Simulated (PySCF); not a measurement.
Computed with PySCF with PBE-D3(BJ)/def2-TZVP // PBE0-D3(BJ)/def2-TZVP. Gas-phase values, no solvent. 

Reference species (SMILES): `IB(I)I` (neutral, multiplicity 1).

```json
{
  "S1 oscillator strength": "0.000",
  "LUMO": "-3.23 eV",
  "HOMO–LUMO gap": "3.02 eV"
}
```

After one change: the S1 oscillator strength is nearly the same; the LUMO rises by 2.08 eV; the HOMO–LUMO gap rises by 2.93 eV.

**Question.** Name the change that produced these shifts. The new species is one of these.
A. `CB(I)I`
B. `CB(C)C`
C. `CB(C)I`

**Answer.** B, `CB(C)C`
